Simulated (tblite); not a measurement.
Compound: C3H8Cl3NSi2.
Structure used (GFN2-xTB), in Å, numbered top down from 1:
```xyz
17
C3H8Cl3NSi2 angstrom
Cl     3.0265    1.2401   -0.4203
C      2.0391   -0.2420   -0.4590
Cl     2.5583   -1.1986   -1.8849
Cl     2.4414   -1.1862    0.9862
C      0.5866    0.1223   -0.5165
C     -0.3363   -1.0969   -0.5221
Si    -2.0837   -0.5224   -0.0351
N     -1.5728    0.8306    0.9318
Si     0.0860    1.3139    0.9013
H      0.4466    0.6621   -1.4583
H      0.0171   -1.8171    0.2169
H     -0.3035   -1.6009   -1.4880
H     -2.8128   -1.4922    0.7821
H     -2.8817   -0.0777   -1.1827
H     -2.2326    1.3294    1.5013
H      0.7740    1.0421    2.1613
H      0.2408    2.7054    0.4761
```

Level: GFN2-xTB in tblite, geometry and Hessian alike; calculated harmonic values, unscaled, isolated species. This tight-binding method is rough: wavenumbers can miss measured ones by several per cent, in bad cases by 10 to 20. Modes of hydrogen on silicon can be 10 to 20 % off. One conformer, not necessarily the lowest.

Harmonic wavenumbers (cm⁻¹): 58.0, 67.3, 99.8, 123.9, 178.2, 194.1, 223.1, 250.4, 298.1, 351.0, 364.9, 390.4, 421.9, 477.9, 518.5, 532.2, 537.8, 565.3, 632.2, 640.1, 673.7, 675.3, 712.9, 784.3, 785.2, 795.4, 810.9, 833.2, 927.5, 1051.4, 1084.0, 1107.2, 1143.6, 1210.5, 1244.6, 1296.3, 1483.7, 2221.2, 2259.2, 2261.6, 2293.1, 2931.6, 2980.0, 2994.8, 3512.3.

A = 1164, B = 534.0, C = 465.0 MHz; mass 218.926 u (most abundant isotopes); point group C1, symmetry number 1.

Problem. Zero-point energy?

Solution. ½Σν̃ = 22499 cm⁻¹ = 64.33 kcal/mol.

Problem. Give the ideal-gas entropy at 298.15 K and 1 bar in the rigid-rotor, harmonic-oscillator model (classical rotation).

Solution. Translation 42.08, rotation 31.39, vibration 35.30: S = 108.8 cal/(mol K).

Problem. And Cp and H(298.15 K) − H(0)?

Solution. Cp = 46.66 cal/(mol K), of which vibrations give 38.71 (their classical limit is 45 R = 89.4); H(298.15 K) − H(0) = 8.15 kcal/mol without the zero-point energy, 5.78 from vibrations.

Problem. How do the functions run with temperature in this model?

Solution. 
```csv
T (K),S (cal/(mol K)),Cp (cal/(mol K)),H − H(0) (kcal/mol),G − H(0) (kcal/mol),ln q(vib)
50,62.3,13.6,0.50,-2.61,0.46
100,73.9,20.7,1.36,-6.03,1.75
373.15,120.0,53.9,11.93,-32.86,10.45
500,137.1,62.9,19.37,-49.20,14.48
750,164.9,74.0,36.61,-87.10,21.78
1000,187.2,80.6,55.99,-131.22,28.22
```

q(vib) and H(0) count from the zero-point level.

Problem. What must be added to the electronic energy to get the Gibbs energy at 298.15 K and 1 bar?

Solution. ZPE + [H(298.15 K) − H(0)] − T·S = 64.33 + 8.15 − 32.43 = 40.05 kcal/mol.

Hindered rotation and anharmonicity are outside this model. Other conformers, if any are populated, would add a mixing term that is left out. The structure is chiral; the term R ln 2 for an equal mix with its mirror image is left out.
